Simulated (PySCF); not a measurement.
## Identify the compound

The spectra below were simulated for a compound C$_{6}$H$_{15}$BO.

1H NMR (400 MHz, computed): δ 3.35 (s, 6H), 3.10 (br, 2H), 2.23 (m, 1H), 2.03 (m, 2H), 1.67 (m, 1H), 1.44 (m, 1H), 1.40 (m, 2H).

13C{1H} NMR (computed): δ 64.9 (CH3, 2C), 24.4 (CH2, 2C), 22.8 (CH), 21.3 (CH2).

- NMR shieldings at PBE0/pcSseg-1/GIAO
- coordinates at the PBE0-D3(BJ)/def2-SVP level
- code: PySCF 2.14
- gas phase, averaged over atoms made equivalent by symmetry, fast rotation or ring inversion, a single conformation, non-relativistic

Chemical shifts δ = σref − σ; 1H (σref 31.27) and 13C (σref 184.41) against TMS, all at this level.

Question: Deduce the structure.

Answer: 
4 carbon signals for 6 carbons: some carbons are equivalent by symmetry or fast rotation. Carbon types of the structure: 1 × CH, 3 × CH2, 2 × CH3, leaving 2 H on heteroatoms. δC 64.9: methyl carbon bonded to O; deshielded by the electronegative neighbour. δC 24.4, 21.3: sp3 CH2 in a ring; saturated and bonded to C and H only. δC 22.8: sp3 CH bonded to B. δH 3.35: hydrogen on a methyl carbon bonded to O; its carbon carries O, hence the downfield position. δH 3.10: hydrogen on a boron bonded to C, O. δH 2.23, 2.03, 1.67, 1.40: hydrogen on an sp3 CH2 in a ring. δH 1.44: hydrogen on an sp3 CH bonded to B.

The compound is SMILES C[O+](C)[BH2-]C1CCC1.

This is the structure that produced the data.

Hydrogens on boron are broadened and split by 11B (spin 3/2, 80 %) and 10B (spin 3). A carbon bonded to boron is broadened by the quadrupolar boron nucleus and is often missing from a measured spectrum. Shifts are as computed. Against solution values, carbons near 30 ppm lie about +2 ppm off and those near 130 ppm about +5 ppm. Of 1211 compounds with measured shifts, 218 miss one by over three times the rms of a fit or turn the order of signals round; such compounds aren't used in these exercises. No couplings were computed; multiplicities are counted from neighbouring protons, with m where these are inequivalent, close in shift, in a saturated or five-membered ring or joined by F or P, and br s for small geminal =CH2 splittings.
